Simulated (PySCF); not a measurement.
## TaN(OH)2, singlet: computed properties

These are results of PBE0/[Ta def2-TZVP with ECP60, N def2-TZVP, O def2-TZVP, H def2-TZVP], scalar-relativistic core potentials, density fitting, no spin–orbit coupling, PySCF, not measurements.

The structure is a minimum.

```
Point group                                                                   : Cs
Bond lengths                                                                  : O–H 0.959 Å (×2), Ta–N 1.698 Å, Ta–O 1.923 Å (×2)
Bond angles                                                                   : H–O–Ta 121.1° (×2), N–Ta–O 105.7° (×2), O–Ta–O 110.9°
Rotational constants                                                          : 0.2191, 0.1553, 0.114 cm⁻¹
Atomisation energy without zero-point energy                                  : 2430 kJ/mol
Lowest empty level                                                            : -3.06 eV
Principal polarisabilities                                                    : 35.2, 50.9, 59.1 bohr³
Highest occupied level                                                        : -6.89 eV
Entropy at 298.15 K and 1 bar                                                 : 318.4 J/(mol K)
Dipole moment                                                                 : 3.56 D
Zero-point energy                                                             : 80.2 kJ/mol
Rotational symmetry number                                                    : 1
Enthalpy at 298.15 K above 0 K                                                : 16.37 kJ/mol
Principal quadrupole moments (Buckingham, traceless) about the centre of mass : -16.92, 5.57, 11.35 D Å
Heat capacity Cp at 298.15 K                                                  : 81.0 J/(mol K)
```

Harmonic modes (masses in u: Ta 180.948, N 14.003, O 15.995, H 1.008):
| symmetry | ω (cm⁻¹) | IR (km/mol) |
| --- | --- | --- |
| a' | 160 | 5.2 |
| a' | 239 | 14.6 |
| a'' | 283 | 16.6 |
| a'' | 542 | 21.6 |
| a' | 553 | 189 |
| a'' | 647 | 349 |
| a' | 678 | 154 |
| a' | 705 | 11.0 |
| a'' | 705 | 1.0 |
| a' | 1072 | 74.7 |
| a'' | 3911 | 188 |
| a' | 3914 | 89.6 |

Charges (e):
```tsv
atom	Mulliken	Löwdin	polar tensor	Mayer order to Ta1
Ta1	1.12	0.69	1.76	–
N2	-0.51	-0.41	-0.71	2.97
O3,4	-0.65	-0.31	-0.83	1.09
H5,6	0.35	0.17	0.31	0.01
```
Other Mayer orders above 0.3: O–H 0.88 (×2).

Mulliken populations on Ta1 (electrons outside its core potential): s 2.31, p 6.32, d 3.13, f 0.13.

Only a few start shapes were tried, so a lower isomer may exist. Spin–orbit coupling, left out here, can matter for elements this heavy.

The final relaxation and frequency run took 94 s on 4 threads of a shared Intel Xeon 6975P-C (Granite Rapids) host, with 145 basis functions and 22 gradients; the process peaked at 1.9 GiB.
